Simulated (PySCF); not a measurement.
C7H9O2 (doublet state).
Cartesian coordinates in Å at the GFN2-xTB level; atoms count from 1:
```
atom  x, y, z in Å
C1     2.0202   -1.0038   -2.3676
C2     1.4824   -1.0026   -1.1553
C3     1.6467    0.0843   -0.1859
C4     1.7534   -0.2394    1.2495
C5     0.5441    0.4414    0.8442
O6    -0.6687   -0.2776    0.8533
C7    -1.8141    0.4188    0.8931
C8    -2.9989   -0.5089    0.8629
O9    -1.8703    1.6182    0.9419
H10    2.6218   -0.1836   -2.7220
H11    1.8763   -1.8229   -3.0502
H12    0.8869   -1.8393   -0.8161
H13    2.1729    0.9540   -0.5644
H14    1.8164   -1.2220    1.6727
H15    0.3886    1.5025    1.0119
H16   -3.3457   -0.5928   -0.1656
H17   -2.7176   -1.4932    1.2237
H18   -3.8031   -0.0918    1.4623
```

The hyperfine couplings belong to this conformer and change with its torsions.

As a line formula: `C=C[C@@H]1[CH][C@@H]1OC(C)=O` [radical].

Computed with UKS B3LYP, pcH-1 on C H O, non-relativistic, mean-field spin-orbit, GIAO in PySCF. Isolated species at its GFN2-xTB geometry (one conformer only). The geometry wasn't refined by DFT: couplings that depend on bond lengths, twists or pyramidal angles can differ widely from those at the functional's own minimum. No stability test was run, so a lower SCF solution isn't excluded.

**Question.** Predict the first-order ENDOR lines of H13, H15, H14, H10, H11 and H12 under fast tumbling at B = 1219.1 mT (Q band).

**Answer.** For S = 1/2 in fast tumbling each set of equivalent nuclei gives two lines, ν± = |νn ± a/2| to first order, with νn = g_N μN B/h and μN/h = 7.62259 MHz/T.

```json
{"nuclei": "H13", "isotope": "1H", "g_N": "5.5857", "νn (MHz)": "51.91", "a_iso (MHz)": "80.42", "lower line (MHz)": "11.69", "upper line (MHz)": "92.12"}
{"nuclei": "H15", "isotope": "1H", "g_N": "5.5857", "νn (MHz)": "51.91", "a_iso (MHz)": "67.53", "lower line (MHz)": "18.14", "upper line (MHz)": "85.67"}
{"nuclei": "H14", "isotope": "1H", "g_N": "5.5857", "νn (MHz)": "51.91", "a_iso (MHz)": "-19.65", "lower line (MHz)": "42.08", "upper line (MHz)": "61.73"}
{"nuclei": "H10", "isotope": "1H", "g_N": "5.5857", "νn (MHz)": "51.91", "a_iso (MHz)": "-4.76", "lower line (MHz)": "49.53", "upper line (MHz)": "54.29"}
{"nuclei": "H11", "isotope": "1H", "g_N": "5.5857", "νn (MHz)": "51.91", "a_iso (MHz)": "-4.36", "lower line (MHz)": "49.73", "upper line (MHz)": "54.09"}
{"nuclei": "H12", "isotope": "1H", "g_N": "5.5857", "νn (MHz)": "51.91", "a_iso (MHz)": "0.60", "lower line (MHz)": "51.61", "upper line (MHz)": "52.20"}
```

**Question.** Which pairs are centred on the nuclear Larmor frequency, and which on half the coupling?

**Answer.** Centred on νn, since |a| < 2νn: H13, H15, H14, H10, H11 and H12. No pair has |a| > 2νn.

**Question.** At what field would the lower line of H15 fall to zero frequency?

**Answer.** Where νn = |a|/2, that is B = 33.76 MHz/(5.5857 × 7.62259 MHz/T) = 793 mT, as far as first order holds there.

The largest Mulliken spin populations are on C4 (+0.90) and C1 (+0.08). No atom but C4 exceeds +0.15. The angles at C4 add up to 316.5°, so it is pyramidal.

Hardware: one thread of an Arm Neoverse V1, shared host with 32 logical CPUs at a one-minute load of 9.3. Cost: 1.7 min wall (grids of density and orbitals included), 1.1 GiB resident at most.
